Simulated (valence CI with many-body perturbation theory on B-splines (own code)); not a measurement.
Energy levels of Sr25+

Level of theory: configuration interaction combined with many-body perturbation theory (CI+MBPT): three valence electrons over a frozen Dirac-Fock core [Ne], a basis of 11 s, 11 p, 9 d, 7 f, 5 g, 2 h, 1 i functions for each j, with the one-electron correlation potential Σ1 (screened to all orders), the two-electron term Σ2, the three-electron term Σ3, Breit, model QED; selected single and double excitations, second order for the rest (own B-spline code, finite nucleus).

No measured levels were compared; by estimate levels of excited configurations hold to 0.05 to 0.15 % of their energy, terms of the ground configuration to about 0.5 %.

Levels 1 to 45 of 68, with energies above the lowest level, 3s2.3p 2P°_1/2. "Leading %" is the weight of the configuration and term that name the level; weights of strongly mixed levels are sums over their largest components and can fall short. Lifetimes count E1, E2, E3, M1 and M2 decay at the calculated energies, and are blank where another channel may lead or the interval is too uncertain; long ones can be off by a factor of two.

| No. | Configuration | Term | J | E (eV) | Leading % | Second component | g | Lifetime |
| --- | --- | --- | --- | --- | --- | --- | --- | --- |
| 1 | 3s2.3p | 2P° | 1/2 | 0.00 | 98 |  | 0.662 |  |
| 2 | 3s2.3p | 2P° | 3/2 | 15.68 | 98 |  | 1.331 | 54.9 μs |
| 3 | 3s.3p2 | 4P | 1/2 | 56.22 | 89 | 9 % 3s.3p2 2S | 2.570 | 832 ps |
| 4 | 3s.3p2 | 4P | 3/2 | 65.12 | 97 |  | 1.713 | 6.84 ns |
| 5 | 3s.3p2 | 4P | 5/2 | 70.43 | 75 | 23 % 3s.3p2 2D | 1.499 | 1.05 ns |
| 6 | 3s.3p2 | 2D | 3/2 | 80.80 | 79 | 12 % 3s2.3d 2D | 0.846 | 74.9 ps |
| 7 | 3s.3p2 | 2D | 5/2 | 86.74 | 64 | 24 % 3s.3p2 4P | 1.295 | 250 ps |
| 8 | 3s.3p2 | 2P | 1/2 | 90.42 | 64 | 26 % 3s.3p2 2S | 1.179 | 12.5 ps |
| 9 | 3s.3p2 | 2S | 1/2 | 106.09 | 63 | 32 % 3s.3p2 2P | 1.581 | 15.6 ps |
| 10 | 3s.3p2 | 2P | 3/2 | 106.94 | 82 | 13 % 3s2.3d 2D | 1.258 | 8.98 ps |
| 11 | 3s2.3d | 2D | 3/2 | 115.78 | 74 | 17 % 3s.3p2 2D | 0.840 | 9.14 ps |
| 12 | 3s2.3d | 2D | 5/2 | 117.72 | 85 | 12 % 3s.3p2 2D | 1.199 | 12.6 ps |
| 13 | 3p3 | 2D° | 3/2 | 143.84 | 35 | 24 % 3p3 2P° | 1.199 | 30.4 ps |
| 14 | 3p3 | 2D° | 5/2 | 152.10 | 58 | 35 % 3s.3p.3d 2D° | 1.187 | 110 ps |
| 15 | 3p3 | 4S° | 3/2 | 153.35 | 51 | 17 % 3s.3p.3d 4F° | 1.364 | 18.1 ps |
| 16 | 3s.3p.3d | 4F° | 3/2 | 156.14 | 75 | 11 % 3p3 4S° | 0.638 | 57.5 ps |
| 17 | 3s.3p.3d | 4F° | 5/2 | 159.00 | 86 | 5 % 3p3 2D° | 1.054 | 134 ps |
| 18 | 3s.3p.3d | 4F° | 7/2 | 163.69 | 86 | 10 % 3s.3p.3d 4D° | 1.251 | 146 ps |
| 19 | 3p3 | 2P° | 1/2 | 166.57 | 79 | 16 % 3s.3p.3d 2P° | 0.654 | 19.8 ps |
| 20 | 3s.3p.3d | 4P° | 5/2 | 167.52 | 55 | 27 % 3s.3p.3d 4D° | 1.464 | 16.9 ps |
| 21 | 3s.3p.3d | 4D° | 3/2 | 167.85 | 57 | 30 % 3s.3p.3d 4P° | 1.346 | 12.9 ps |
| 22 | 3s.3p.3d | 4D° | 1/2 | 168.42 | 83 | 8 % 3s.3p.3d 4P° | 0.269 | 10.3 ps |
| 23 | 3s.3p.3d | 4F° | 9/2 | 172.69 | 100 |  | 1.331 |  |
| 24 | 3p3 | 2P° | 3/2 | 174.10 | 43 | 16 % 3s.3p.3d 2D° | 1.296 | 18.4 ps |
| 25 | 3s.3p.3d | 2F° | 5/2 | 177.69 | 50 | 18 % 3s.3p.3d 4D° | 1.045 | 15.1 ps |
| 26 | 3s.3p.3d | 4D° | 7/2 | 178.59 | 86 | 12 % 3s.3p.3d 4F° | 1.398 | 13.1 ps |
| 27 | 3s.3p.3d | 4D° | 5/2 | 179.02 | 47 | 26 % 3s.3p.3d 2F° | 1.278 | 14.7 ps |
| 28 | 3s.3p.3d | 4P° | 1/2 | 179.04 | 90 | 9 % 3s.3p.3d 4D° | 2.419 | 15.3 ps |
| 29 | 3s.3p.3d | 4P° | 3/2 | 179.07 | 48 | 29 % 3s.3p.3d 4D° | 1.392 | 13.1 ps |
| 30 | 3s.3p.3d | 2D° | 3/2 | 180.41 | 44 | 19 % 3s.3p.3d 4P° | 1.047 | 11.8 ps |
| 31 | 3s.3p.3d | 2D° | 5/2 | 184.43 | 54 | 20 % 3s.3p.3d 4P° | 1.217 | 15.6 ps |
| 32 | 3s.3p.3d | 2F° | 7/2 | 192.18 | 99 |  | 1.141 | 19.5 ps |
| 33 | 3s.3p.3d | 2P° | 3/2 | 194.44 | 40 | 39 % 3s.3p.3d 2D° | 1.121 | 7.24 ps |
| 34 | 3s.3p.3d | 2F° | 7/2 | 201.49 | 93 |  | 1.153 | 9.47 ps |
| 35 | 3s.3p.3d | 2P° | 1/2 | 202.27 | 90 | 4 % 3s.3p.3d 4D° | 0.652 | 11.0 ps |
| 36 | 3s.3p.3d | 2F° | 5/2 | 202.29 | 88 | 7 % 3s.3p.3d 2D° | 0.891 | 7.47 ps |
| 37 | 3s.3p.3d | 2P° | 1/2 | 205.74 | 85 | 11 % 3p3 2P° | 0.658 | 6.03 ps |
| 38 | 3s.3p.3d | 2P° | 3/2 | 207.76 | 67 | 22 % 3s.3p.3d 2D° | 1.177 | 7.31 ps |
| 39 | 3s.3p.3d | 2D° | 5/2 | 208.60 | 75 | 10 % 3p3 2D° | 1.159 | 6.00 ps |
| 40 | 3s.3p.3d | 2P° | 3/2 | 209.19 | 44 | 28 % 3s.3p.3d 2D° | 1.132 | 5.77 ps |
| 41 | 3p2.3d | 4F | 3/2 | 231.11 | 64 | 12 % 3p2.3d 2D | 0.634 | 24.5 ps |
| 42 | 3p2.3d | 4F | 5/2 | 235.86 | 36 | 24 % 3p2.3d 2F | 1.102 | 27.4 ps |
| 43 | 3p2.3d | 2F | 5/2 | 238.16 | 55 | 38 % 3p2.3d 4F | 0.921 | 35.3 ps |
| 44 | 3p2.3d | 2F | 7/2 | 241.42 | 56 | 18 % 3p2.3d 4F | 1.149 | 35.4 ps |
| 45 | 3p2.3d | 2P | 3/2 | 241.95 | 49 | 24 % 3p2.3d 4F | 1.071 | 17.2 ps |

Names give the largest LS component (configuration and term), which can be under half, so a name can repeat, a term be missing and a line seem to break the LS rules; names also repeat where a configuration has a term twice.

The ionisation energy to 3s2 1S_0 of the next ion comes out as 1221.4 eV (NIST: 1211 ± 6 eV (semi-empirical)). All 68 levels together are meant to be complete up to 275.11 eV.
